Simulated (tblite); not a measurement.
C4H4N, doublet, at a GFN2-xTB geometry; tblite with GFN1-xTB.

Input for tblite:
```
$ tblite run mol.xyz --method gfn1 --charge 0 --spin 1 --guess eeq --json tblite.json --no-restart

# file mol.xyz
9

H     -0.00306512     0.07735829     2.15139521
N     -0.00173582     0.06478905     1.14577413
C     -0.00544177     1.14296516     0.34032033
C      0.00416020    -1.05198339     0.35633521
C     -0.00219146     0.77883833    -0.96507126
C      0.00402130    -0.64308464    -0.94873942
H      0.00794089    -2.03683772     0.77993376
H     -0.00387345     1.41173950    -1.82730995
H      0.00785878    -1.26619621    -1.82150703
```

What the program printed (banner, timings and long lists left out):

```
xTB calculator
 | screened Coulomb repulsion
 | Coulomb electrostatics
 |  * isotropic Klopman-Ohno-Mataga-Nishimoto electrostatics
 |  * onsite third-order electrostatics
 | DFT-D3(BJ) dispersion correction

halogen bonding energy    0.0000000000000E+00 Eh
repulsion energy          2.2203902998825E-01 Eh
dispersion energy        -2.7962744270208E-03 Eh
number of electrons       2.5000000000000E+01 e
integral cutoff           1.9731147476801E+01 bohr

------------------------------------------------------------
  cycle        total energy    energy error   density error
------------------------------------------------------------
      1     -13.64778154513  -1.3867024E+01   6.7877233E-01
      2     -13.67646893531  -2.8687390E-02   3.9757113E-01
      3     -13.67172678864   4.7421467E-03   8.8412725E-02
      4     -13.67926865729  -7.5418686E-03   9.4395150E-03
      5     -13.67934838338  -7.9726093E-05   2.0737693E-03
      6     -13.67935192511  -3.5417303E-06   2.6378167E-04
      7     -13.67935199991  -7.4793769E-08   1.0707184E-04
      8     -13.67935200586  -5.9493193E-09   5.1572156E-06
------------------------------------------------------------

electronic energy        -1.3898594761419E+01 Eh
total energy             -1.3679352005857E+01 Eh

Post processing:
 | Mayer-Wiberg bond orders

[Info] JSON dump of results written to 'tblite.json'
```
